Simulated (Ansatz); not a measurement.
The same molecule with X = B, Al, Ga, In. Ansatz, PBE0-D4/def2-TZVP geometries, multiplicity 1. Each molecule was computed in one conformer, which needn't be the lowest.

Elements past krypton have def2 core potentials. Scalar relativity is left out up to krypton.

```csv
X,molecule,mean X–H bond length / Å,mean X–N bond length / Å,HOMO energy (PBE0/def2-TZVPP) / eV,HOMO energy (PBE/def2-TZVPP) / eV,HOMO–LUMO gap (PBE/def2-TZVPP) / eV
B,`NBN`,1.200,1.409,-6.88,-5.48,5.78
Al,`[NH2][AlH][NH2]`,1.580,1.769,-6.93,-5.53,5.22
Ga,`[NH2][GaH][NH2]`,1.553,1.816,-6.71,-5.33,4.86
```

**Question.** Give the row for X = In, `[NH2][InH][NH2]`. (An estimate is asked.)

**Answer.** The calculation gave: 
```json
{"X": "In", "molecule": "`[NH2][InH][NH2]`", "mean X–H bond length / Å": "1.703", "mean X–N bond length / Å": "2.018", "HOMO energy (PBE0/def2-TZVPP) / eV": "-6.70", "HOMO energy (PBE/def2-TZVPP) / eV": "-5.34", "HOMO–LUMO gap (PBE/def2-TZVPP) / eV": "4.20"}
```

From B to In the mean X–H bond length isn't monotonic: highest at In, lowest at B; the mean X–N bond length rises at each step, by 0.609 Å in all; the HOMO energy (PBE0/def2-TZVPP) isn't monotonic: highest at In, lowest at Al; the HOMO energy (PBE/def2-TZVPP) isn't monotonic: highest at Ga, lowest at Al; the HOMO–LUMO gap (PBE/def2-TZVPP) falls at each step, by 1.58 eV in all. Bonds lengthen as the atom grows down the group.
